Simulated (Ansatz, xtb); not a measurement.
## C5H4N2O2: which of two isomers lies lower

We compare a, `O=Cc1ccn(C=O)n1`, a singlet, with b, `O=Cc1c[nH]nc1C=O`, a singlet. Both are isolated molecules in the gas phase, relaxed with B3LYP/def2-SVP, each in the lowest conformer that the search found.

Quicker runs give these differences E(b) − E(a): GFN2-xTB +8.8 kcal/mol; HF/STO-3G +5.2 kcal/mol (at GFN2-xTB geometries); r2SCAN-D4/def2-SVP +3.3 kcal/mol (at GFN2-xTB geometries).

Problem. Estimate E(b) − E(a) at the level CCSD(T)/def2-SVP + ΔMP2/def2-TZVPP.

Solution. Calculated at CCSD(T)/def2-SVP + ΔMP2/def2-TZVPP: E(b) − E(a) = +3.6 kcal/mol, so structure a lies lower.

Level by level:

| level | geometry | E(b) − E(a) (kcal/mol) | departure from the last row (kcal/mol) | job, with rough time for the two |
| --- | --- | --- | --- | --- |
| GFN2-xTB | GFN2-xTB | +8.8 | +5.2 | optimisation, 0.49 s |
| HF/STO-3G | GFN2-xTB | +5.2 | +1.6 | single point, 2.2 s |
| r2SCAN-D4/def2-SVP | GFN2-xTB | +3.3 | −0.3 | single point, 9.9 s |
| B3LYP/def2-SVP | B3LYP/def2-SVP | +3.4 | −0.2 | optimisation, 2.2 min |
| HF/def2-SVP | B3LYP/def2-SVP | +4.4 | +0.8 | part of the CCSD(T) run |
| MP2/def2-SVP | B3LYP/def2-SVP | +3.1 | −0.5 | part of the CCSD(T) run |
| CCSD(T)/def2-SVP | B3LYP/def2-SVP | +3.5 | −0.1 | single point |
| CCSD(T)/def2-SVP + ΔMP2/def2-TZVPP | B3LYP/def2-SVP | +3.6 |  | single point, 7.8 min |

As drawn, b has 1 C–C, 1 N–H in place of 1 C–N, 1 C–H.

None of the levels shown reverses the order. The largest departure from CCSD(T)/def2-SVP + ΔMP2/def2-TZVPP is that of GFN2-xTB, 5.2 kcal/mol. The last row adds to CCSD(T) the change of the MP2 difference between the two basis sets, here +0.1 kcal/mol.

With thermal terms from frequencies at re-optimised GFN2-xTB minima (ideal gas, soft modes damped towards free rotors, one conformer each, 298.15 K, 1 atm): the zero-point term adds +0.2 kcal/mol; ΔH is +3.8 and ΔG +3.6 kcal/mol.

The correlated steps freeze 9 core orbitals. Codes used: Ansatz 0.2.0, xtb 6.7.1; the last row on 2 threads of AMD EPYC (Zen 3) on a shared host.
